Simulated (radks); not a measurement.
The numbers below are computed, except where a source is named.
Question: Coherent X-ray form factor from a spherical all-electron density. Level of theory: Dirac Kohn-Sham, revPBE, spin-unpolarised, spherical densities, point nucleus (a radial shooting solver on a logarithmic mesh with Libxc functionals).

sin(theta)/lambda (1/angstrom)  f0 (electrons)
0.05                                     4.909
0.1                                      4.655
0.15                                     4.281
0.2                                      3.845
0.25                                     3.400
0.3                                      2.989
0.4                                      2.339
0.5                                      1.930
0.6                                      1.690
0.8                                      1.444
1                                        1.272
1.25                                     1.058
1.5                                      0.854
2                                        0.533

The species is in the configuration that NIST lists as its ground one. Which atom or ion scatters so?

Answer: The nitrogen ion N2+, [He] 2s2 2p1. Extrapolating in s^2 from the first two rows gives f0(0) = 5.0, near the electron count 5; among species with that count, the fall with angle is slower the higher Z, and the table is that of Z = 7; from so few rows the species is fixed only to a neighbour or two.
